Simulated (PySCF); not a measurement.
I3Y, SMILES [I][Y-]([I])[I] (connectivity only; charge and spin as stated), charge -1, multiplicity 2.

Geometry optimised at PBE0-D3(BJ)/def2-SVPD. The spin state was assumed, not searched. The def2 effective core potentials stand for the cores of I, Y; spin–orbit coupling is left out.

Method: PBE0-D3(BJ)/def2-SVPD run with PySCF 2.14.0.

Frequencies are harmonic and unscaled.

Modes within 1.5 cm⁻¹ of each other (mostly degenerate sets) share a row, with their intensities summed.

```csv
mode,ν (cm⁻¹),IR (km/mol),moving atoms (share of kinetic energy)
1–2,30,0.2,"I 89 %, Y 11 %"
3,32,0.3,"Y 81 %, I 19 %"
4,118,0.0,I 100 %
5–6,196,86.6,"Y 70 %, I 30 %"
```
